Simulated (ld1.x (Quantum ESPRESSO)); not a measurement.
Before and after: TM semilocal potential for boron (B)

| Item | Value |
| --- | --- |
| Element | boron (B) |
| Generator | ld1.x (Quantum ESPRESSO) 7.5 |
| Type | norm-conserving Troullier–Martins (semilocal form) |
| Functional | PBE |
| Relativity | scalar-relativistic |
| Frozen core | [He] |
| Valence charge | 3 |
| Reference configuration | 2s2 2p0.75 (charge +0.25) |
| Partial waves | 2s (bound): rc 0.95 bohr; 3d channel at 0.45 Ry: rc 2.20 bohr; 2p (bound): rc 2.15 bohr |
| Local potential | the p channel |
| Core correction | none |

Change: core correction a·sin(br)/r model core inside 0.86 bohr.

Cutoffs: the cutoffs (Ry, on a coarse ladder) from which the occupation-weighted sum of valence levels, in a spherical-Bessel basis at the reference potential, stays within 10 and 1 mRy of its value at 400 Ry; they do not see the model core or the augmentation charge, which bear on the density cutoff. Errors are all-electron minus pseudo energies relative to the spin-unpolarised reference configuration.

Q: How do hardness, ghosts and transferability respond?

A: The potential gets neither clearly harder nor softer (70 Ry and 160 Ry → 70 Ry and 160 Ry); of the 7 tests that both files solve, the error grows in 0 and shrinks in 5 by more than 15 % and 0.3 meV (median size 11.2 → 9.0 meV); neither file shows a bound ghost. Exchange and correlation are not linear in the density, so unscreening with the valence charge alone errs where core and valence overlap; a model core restores that term. A semilocal file is local in each channel, so a ghost entry of none says nothing of the separable form that plane-wave codes build from it. A model core, the more so a compact one, raises the density cutoff, which this test does not measure.

| quantity | base | changed |
| --- | --- | --- |
| cutoff, loose | 70 Ry | 70 Ry |
| cutoff, tight | 160 Ry | 160 Ry |
| bound ghosts | none | none |
| error for 2s2 2p1, meV [ΔE -1.16 eV] | +0.8 | +0.6 |
| error for 2s2 2p0, meV [ΔE 7.06 eV] | +31 | +24 |
| error for 2s1 2p0, meV [ΔE 32.48 eV] | +116 | +113 |
| error for 2s0 2p3, meV [ΔE 10.56 eV] | +74 | +29 |
| error for 2s1 2p1, meV [ΔE 13.20 eV] | -11 | -9.0 |
| error for 2s2 2p0.5, meV [ΔE 1.72 eV] | +1.7 | +1.3 |
| error for 2s2 2p1.3, meV [ΔE -1.90 eV] | +2.0 | +1.4 |
| s: phases at 2.39 bohr within 0.05 rad from the reference energy up to (Ry; the scan ends near 5) | 2.2 | 2.2 |
| p: phases at 2.39 bohr within 0.05 rad from the reference energy up to (Ry; the scan ends near 5) | 1.7 | 1.7 |
| d: phases at 2.39 bohr within 0.05 rad from the reference energy up to (Ry; the scan ends near 5) | to the end of the scan | to the end of the scan |
